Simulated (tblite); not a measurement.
C₂H₇ClGe₂.
Atom-mapped SMILES: `[CH2:1]=[CH:2][Ge@H:3]([Cl:4])[GeH3:5]` (hydrogens: H6, H7 on C1; H8 on C2; H9 on Ge3; H10, H11, H12 on Ge5)

Computed with GFN2-xTB (tblite), gas phase: L-BFGS steps from a force-field or distance-geometry start until the largest atomic force falls under 0.01 eV/Å.

Geometry at step 9:
```
atom  x, y, z in Å
C1     -1.6824   -0.9906    0.5395
C2     -1.6618    0.2559    0.1091
Ge3     0.0271    1.1043   -0.4053
Cl4    -0.0685    1.4675   -2.4928
Ge5     1.9231   -0.2533    0.0422
H6     -2.5776   -1.5075    0.8253
H7     -0.7711   -1.5656    0.6298
H8     -2.5780    0.8143    0.0123
H9      0.1285    2.4695    0.2672
H10     2.5840    0.0491    1.3509
H11     1.6853   -1.7304    0.0875
H12     2.9927   -0.1141   -0.9918
```

**Question.** Give the atomic forces at this geometry.

**Answer.** 
```csv
atom,Fx (eV/Å),Fy (eV/Å),Fz (eV/Å)
C1,0.087,-0.133,0.038
C2,0.082,0.019,-0.021
Ge3,-0.068,0.085,-0.190
Cl4,-0.035,0.068,0.061
Ge5,0.286,-0.131,0.049
H6,-0.260,-0.078,0.051
H7,0.035,-0.012,0.018
H8,-0.126,0.076,-0.003
H9,-0.011,0.109,-0.024
H10,0.018,0.020,0.037
H11,-0.056,-0.070,0.004
H12,0.048,0.045,-0.020
```

The largest, 0.32 eV/Å, acts on Ge5; the rms over all components is 0.094 eV/Å. The forces sum to zero within rounding, as they must for an isolated molecule in no field.

**Question.** Give the force on Ge5 in Eh/bohr and in nN.

**Answer.** 0.318 eV/Å ÷ 51.422 = 0.00619 Eh/bohr, and 0.318 eV/Å × 1.602 = 0.51 nN.

**Question.** How far is this geometry from the end of the optimisation?

**Answer.** 0.032 eV above it, and 0.311 Å rms away after alignment. The bonds farthest from their final lengths, with half the difference of the two atoms' forces along the bond (positive lengthens):

| bond | now (Å) | final (Å) | force along bond (eV/Å) |
| --- | --- | --- | --- |
| Ge3–Ge5 | 2.374 | 2.409 | +0.23 |
| C2–Ge3 | 1.959 | 1.969 | -0.03 |
| Ge3–H9 | 1.525 | 1.535 | +0.05 |
| C1–H6 | 1.072 | 1.080 | +0.13 |
| Ge3–Cl4 | 2.121 | 2.115 | -0.13 |
| C2–H8 | 1.077 | 1.083 | +0.10 |

The angle farthest from its final value is Ge3–Ge5–H11, 116.3° against 113.1°.

Of the 3 listed bonds off by 0.010 Å or more, this force points towards the final length in 2.

What follows is the cost of the whole relaxation. On Arm Neoverse N1, one thread, on a shared host, this took 1.0 s.
